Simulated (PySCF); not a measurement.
Computed with PySCF and rigid-rotor harmonic-oscillator thermochemistry at 1 bar. Table values come from the NASA 1993 polynomials. All species are closed-shell singlets. I: scalar-relativistic def2 core potential, no spin-orbit coupling. The harmonic model lacks anharmonicity and excited electronic states, which grow with temperature; levels with a mode under 35 cm⁻¹ are left out. The table's entry may be an old estimate for AlI (not checked at source).

Harmonic frequencies at PBE0/def2-TZVP (cm⁻¹): 313. Point group C∞v; S°(298 K) = 247.9 J/mol/K at this level.

**Question.** Work out Cp and S° of gaseous AlI at 500, 800, 1200, 1600, 2000 K from these, and set them beside the table.

**Answer.** 
```
T (K)  Cp PBE0/def2-TZVP  Cp table  S° PBE0/def2-TZVP  S° table
-----  -----------------  --------  -----------------  --------
500                 36.9      37.1              266.7     266.8
800                 37.2      37.6              284.1     284.4
1200                37.3      37.9              299.3     299.7
1600                37.4      38.2              310.0     310.6
2000                37.4      38.4              318.3     319.2
```
Units J/mol/K.
